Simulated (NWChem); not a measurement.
System: CuH; SMILES [CuH]

All runs: NWChem. The level has its own optimisation; frequencies are unscaled.

Question: What does the run give for Hartree-Fock/3-21G? Quantities: r Cu–H (Å); highest harmonic frequency (cm⁻¹); zero-point energy (kcal/mol); dipole (D).

Answer: 
```json
{
 "r Cu–H (Å)": "1.390",
 "highest harmonic frequency (cm⁻¹)": "1996",
 "zero-point energy (kcal/mol)": "2.9",
 "dipole (D)": "3.00"
}
```
